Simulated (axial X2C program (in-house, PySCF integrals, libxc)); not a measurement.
# Density and ELF of CuH⁻

Calculated with an in-house all-electron X2C program for linear molecules (integrals from PySCF). Two-component (2c) means X2C with spin–orbit coupling and atomic mean-field two-electron Coulomb and Gaunt terms. Basis: Cu dyall-acv3z [10s10p7d4f2g], H dyall-av3z [7s3p2d] (cores contracted in-house); Gaussian nuclei, density fitting, unrestricted open shells. Masses: Cu 62.930 u, H 1.008 u.

PBE0, two-component, state Ω = 1/2 (⟨Sz⟩ = 0.50, ⟨Lz⟩ = 0.00 at PBE0); Cu at z = 0, H at z = 1.526 Å.

The maps cover the half plane through the axis: z from -2.4 to 3.9 Å along the bond, ρ from 0.15 to 2.25 Å away from it (steps of 0.3 Å, the bottom row nearest the axis).

log10 of the density in e/bohr³:

digits 0 to 9 span -4.54 to 1.37 evenly
```
2222222222222211110000
2222223333322222111000
2223333333333322221100
2233334444443333222110
2333344555444443322211
2333445666555544332211
3334456787655554433211
3334457898766665433211
```

Electron localisation function (collinear form, no current term, damped to 0 at low density):

digits 0 to 9 span 0.00 to 1.00 evenly
```
5554321110000000000000
7765432111111121100000
8876432111223455420000
8876421111224788762000
9875311111136899986200
9874211222127999998410
9874112676228999998510
9863114747329999999620
```

Axial spin density in 10⁻³ e/bohr³:

digits 0 to 9 span -3.52 to 3.52 evenly, values beyond are clipped
```
5555555555544455555555
5566665555444455555555
6666766554444555555555
6677887654444555555555
6789999644445566555555
7899999633345787655555
7899999492337999765555
7999999099929999865555
```

Occupations by symmetry block were frozen at the best pattern of an incomplete PBE0 search. Density functionals use the spin component along the axis (collinear). The highest occupied level of some functionals is positive through self-interaction error; at Hartree–Fock it is bound.
